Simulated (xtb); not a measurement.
xtb input (GFN2-xTB):

```bash
xtb mol.xyz --gfn 2 --ohess tight --chrg 1 --uhf 0
```
mol.xyz:
```
14

Si     0.85739574     0.80294385    -0.24206533
C      1.93433963    -0.76681322    -0.17372020
Cl     1.76014770     2.32383954     0.78171918
N     -0.67156226     0.54540157     0.48892852
Si    -1.92152699    -0.56673291     0.09878973
H      0.68258059     1.23350782    -1.64668578
H      1.35961081    -1.59990114    -0.63650495
H      2.88435324    -0.66219265    -0.71814560
H      2.12449368    -1.04915674     0.87569114
H     -0.95970829     1.21013881     1.15684628
H     -2.77837719    -0.64570020     1.29845856
H     -1.31223158    -1.84484572    -0.21637708
H     -2.74708917    -0.14756448    -1.06015952
H     -1.11721663     1.24488623    -0.09264330
```

Output:

```
           -------------------------------------------------
          |                Calculation Setup                |
           -------------------------------------------------

           -------------------------------------------------
          |                 G F N 2 - x T B                 |
           -------------------------------------------------

        Reference                      10.1021/acs.jctc.8b01176
      * Hamiltonian:
        H0-scaling (s, p, d)           1.850000    2.230000    2.230000
        zeta-weighting                 0.500000
      * Dispersion:
        s8                             2.700000
        a1                             0.520000
        a2                             5.000000
        s9                             5.000000
      * Repulsion:
        kExp                           1.500000    1.000000
        rExp                           1.000000
      * Coulomb:
        alpha                          2.000000
        third order                    shell-resolved
        anisotropic                    true
        a3                             3.000000
        a5                             4.000000
        cn-shift                       1.200000
        cn-exp                         4.000000
        max-rad                        5.000000

          ...................................................
          :                      SETUP                      :
          :.................................................:
          :  # basis functions                  47          :
          :  # atomic orbitals                  44          :
          :  # shells                           22          :
          :  # electrons                        32          :
          :  max. iterations                   250          :
          :  Hamiltonian                  GFN2-xTB          :
          :  restarted?                      false          :
          :  GBSA solvation                  false          :
          :  PC potential                    false          :
          :  electronic temp.          300.0000000     K    :
          :  accuracy                    1.0000000          :
          :  -> integral cutoff          0.2500000E+02      :
          :  -> integral neglect         0.1000000E-07      :
          :  -> SCF convergence          0.1000000E-05 Eh   :
          :  -> wf. convergence          0.1000000E-03 e    :
          :  Broyden damping             0.4000000          :
          :  net charge                          1          :
          :  unpaired electrons                  0          :
          ...................................................

 iter      E             dE          RMSdq      gap      omega  full diag
   1    -17.2357686 -0.172358E+02  0.712E+00    6.82       0.0  T
   2    -17.4134275 -0.177659E+00  0.646E+00    4.90       1.0  T
   3    -17.4336710 -0.202435E-01  0.503E+00    4.94       1.0  T
   4    -17.3908613  0.428097E-01  0.283E+00    4.95       1.0  T
   5    -17.4372218 -0.463605E-01  0.744E-01    5.06       1.0  T
   6    -17.4383240 -0.110212E-02  0.217E-01    5.04       1.0  T
[...]
   7 N   14 Si          1     1.8761042     1.8761042     1.8761042
  14 Si  17 Cl          1     1.9874312     1.9874312     1.9874312

           -------------------------------------------------
          |               Frequency Printout                |
           -------------------------------------------------
 projected vibrational frequencies (cm⁻¹)
eigval :       -0.00    -0.00    -0.00     0.00     0.00     0.00
eigval :       31.41   100.38   109.02   137.61   160.28   180.88
eigval :      208.56   419.16   513.36   534.13   556.64   580.92
eigval :      600.73   621.65   686.20   726.77   734.00   778.63
eigval :      787.51   824.63   826.26   962.25  1109.02  1370.68
eigval :     1428.16  1441.63  1474.94  2326.27  2337.10  2353.82
Molecule has no symmetry elements
It seems to be the C1 point group
eigval :     2366.71  3010.12  3038.49  3044.60  3315.04  3333.55
 reduced masses (amu)
   1: 18.15   2: 26.62   3: 27.50   4: 28.55   5: 21.86   6: 19.79   7: 12.90   8:  4.01
   9: 18.79  10: 14.11  11: 10.32  12: 22.52  13: 16.40  14: 14.91  15:  3.54  16: 27.27
  17: 15.66  18:  5.43  19:  2.61  20:  4.27  21:  3.92  22:  2.56  23:  2.35  24:  7.81
  25: 11.14  26:  4.25  27:  3.97  28:  1.53  29:  2.88  30:  3.05  31:  1.56  32:  1.58
  33:  1.99  34:  1.89  35:  1.40  36:  2.02  37:  2.17  38:  1.76  39:  1.91  40:  1.55
  41:  2.06  42:  1.59
 IR intensities (km·mol⁻¹)
   1:  5.30   2:  2.90   3:  3.08   4:  2.61   5:  8.47   6:  4.57   7:  3.28   8:  1.02
   9:  2.96  10:  5.13  11:  3.82  12:  0.81  13:  5.04  14: 58.48  15:  7.75  16: 67.64
  17:183.48  18:171.78  19:175.79  20: 45.54  21: 72.06  22:158.68  23:154.09  24:114.01
  25:198.71  26:130.62  27:116.74  28:  1.94  29:348.10  30: 59.25  31:  9.74  32:  7.98
  33: 52.71  34: 95.41  35: 72.16  36:182.07  37:237.03  38:  9.39  39:  5.23  40:  8.39
  41: 12.83  42: 18.56
 Raman intensities (Ä⁴*amu⁻¹)
   1:  0.00   2:  0.00   3:  0.00   4:  0.00   5:  0.00   6:  0.00   7:  0.00   8:  0.00
   9:  0.00  10:  0.00  11:  0.00  12:  0.00  13:  0.00  14:  0.00  15:  0.00  16:  0.00
  17:  0.00  18:  0.00  19:  0.00  20:  0.00  21:  0.00  22:  0.00  23:  0.00  24:  0.00
  25:  0.00  26:  0.00  27:  0.00  28:  0.00  29:  0.00  30:  0.00  31:  0.00  32:  0.00
  33:  0.00  34:  0.00  35:  0.00  36:  0.00  37:  0.00  38:  0.00  39:  0.00  40:  0.00
  41:  0.00  42:  0.00
 output can be read by thermo (or use thermo option).
 writing <g98.out> molden fake output.
 recommended (thermochemical) frequency scaling factor: 1.0
           -------------------------------------------------
          |             Thermodynamic Functions             |
           -------------------------------------------------

c1  symmetry found (for desy threshold:  0.10E+00) used in thermo

          ...................................................
          :                      SETUP                      :
          :.................................................:
          :  # frequencies                          36      :
          :  # imaginary freq.                       0      :
          :  linear?                             false      :
          :  only rotor calc.                    false      :
          :  symmetry                               c1      :
          :  rotational number                       1      :
          :  scaling factor                  1.0000000      :
          :  rotor cutoff                   50.0000000 cm⁻¹ :
          :  imag. cutoff                  -20.0000000 cm⁻¹ :
          :.................................................:

    mode    ω/cm⁻¹     T·S(HO)/kcal·mol⁻¹    T·S(FR)/kcal·mol⁻¹   T·S(vib)
   ------------------------------------------------------------------------
       1     31.41    -1.71089 ( 13.47%)    -1.19383 ( 86.53%)    -1.26350
       2    100.38    -1.02770 ( 94.20%)    -0.84995 (  5.80%)    -1.01739
       3    109.02    -0.97980 ( 95.76%)    -0.82550 (  4.24%)    -0.97326
       4    137.61    -0.84578 ( 98.29%)    -0.75652 (  1.71%)    -0.84425
       5    160.28    -0.75922 ( 99.06%)    -0.71136 (  0.94%)    -0.75877
       6    180.88    -0.69151 ( 99.42%)    -0.67557 (  0.58%)    -0.69142
       7    208.56    -0.61308 ( 99.67%)    -0.63340 (  0.33%)    -0.61315
   ------------------------------------------------------------------------

   temp. (K)  partition function   enthalpy   heat capacity  entropy
                                   cal/mol     cal/K/mol   cal/K/mol   J/K/mol
 298.15  VIB   991.                 4298.028     26.499     26.563
         ROT  0.396E+06              888.752      2.981     28.595
         INT  0.393E+09             5186.780     29.480     55.157
         TR   0.138E+28             1481.254      4.968     40.405
         TOT                        6668.0338    34.4479    95.5628   399.8346

       T/K    H(0)-H(T)+PV         H(T)/Eh          T*S/Eh         G(T)/Eh
Note: The following floating-point exceptions are signalling: IEEE_UNDERFLOW_FLAG IEEE_DENORMAL
normal termination of xtb
   ------------------------------------------------------------------------
    298.15    0.106262E-01    0.108658E+00    0.454050E-01    0.632533E-01
   ------------------------------------------------------------------------

         :::::::::::::::::::::::::::::::::::::::::::::::::::::
         ::                  THERMODYNAMIC                  ::
         :::::::::::::::::::::::::::::::::::::::::::::::::::::
         :: total free energy         -17.266185123325 Eh   ::
         ::.................................................::
         :: total energy              -17.329438460066 Eh   ::
         :: zero point energy           0.098032105127 Eh   ::
         :: G(RRHO) w/o ZPVE           -0.034778768386 Eh   ::
         :: G(RRHO) contrib.            0.063253336741 Eh   ::
         :::::::::::::::::::::::::::::::::::::::::::::::::::::

optimized geometry written to: xtbopt.xyz

           -------------------------------------------------
          | TOTAL ENERGY              -17.329438460066 Eh   |
          | TOTAL ENTHALPY            -17.220780166720 Eh   |
          | TOTAL FREE ENERGY         -17.266185123325 Eh   |
          | GRADIENT NORM               0.000258444726 Eh/α |
          | HOMO-LUMO GAP               5.107730542737 eV   |
           -------------------------------------------------

------------------------------------------------------------------------
------------------------------------------------------------------------
 total:
 SCF:
 ANC optimizer:
 analytical hessian:
```

It need not be the lowest isomer of its formula.
